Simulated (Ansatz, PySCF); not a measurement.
Molecule: CH2NO, net charge 0, doublet state. SMILES: [NH]C=O
Geometry: optimised at B3LYP-D3(BJ)/def2-TZVP (Ansatz, a first-principles code).

Quantity: enthalpy of formation at 298 K, in kcal/mol. Conventions: dispersion terms only where a functional's name holds one; non-relativistic; frozen cores in correlated levels; spin-orbit terms left out; 6-31G* and kin with 6d, 5d where marked; open shells spin-unrestricted. CBS marks a two-point X^-3 extrapolation of the correlation energy; Hartree-Fock from the larger set. [CCSD(T)-MP2]/basis is that difference in the basis named. First-principles rows: single points at B3LYP-D3(BJ) geometries (Ansatz), with unscaled harmonic terms from B3LYP/6-31G* at its own minima, enthalpies of formation by atomisation with measured atoms. A UHF reference is markedly spin-contaminated in at least one set, which strains HF and MP2.

Coupled cluster (Ansatz) is a level with limits of its own, used here on species with T1 under 0.025 (0.045 for open shells) and stable references: RI-MP2/CBS(aug-cc-pVTZ,aug-cc-pVQZ)+[CCSD(T)-MP2]/aug-cc-pVTZ.

Value to compare with, RI-MP2/CBS(aug-cc-pVTZ,aug-cc-pVQZ)+[CCSD(T)-MP2]/aug-cc-pVTZ (Ansatz): 18.9 kcal/mol.

```tsv
level	program	enthalpy of formation at 298 K (kcal/mol)	difference
HF/3-21G	Ansatz	237.5	218.6
PBE/STO-3G	Ansatz	-13.5	-32.4
BP86/def2-SVP	PySCF	-14.3	-33.2
B3LYP/3-21G	Ansatz	49.9	31.0
B3LYP/6-31G*	Ansatz	18.2	-0.7
PBE0/6-31G*	Ansatz	17.4	-1.5
MP2/3-21G	Ansatz	117.6	98.7
M06-2X/def2-TZVPD	PySCF	17.9	-1.0
```

Among the 7 habitual levels, HF/3-21G lies farthest from RI-MP2/CBS(aug-cc-pVTZ,aug-cc-pVQZ)+[CCSD(T)-MP2]/aug-cc-pVTZ (Ansatz) (218.6 kcal/mol) and B3LYP/6-31G* nearest (-0.7); 3 of 7 lie above it, and their mean absolute difference is 59.4 kcal/mol, the median 32.4. One case shows no general order.

The levels are drawn from those run, B3LYP/6-31G* more often than the rest, none by its result; runs whose electronic state is in doubt are left out.
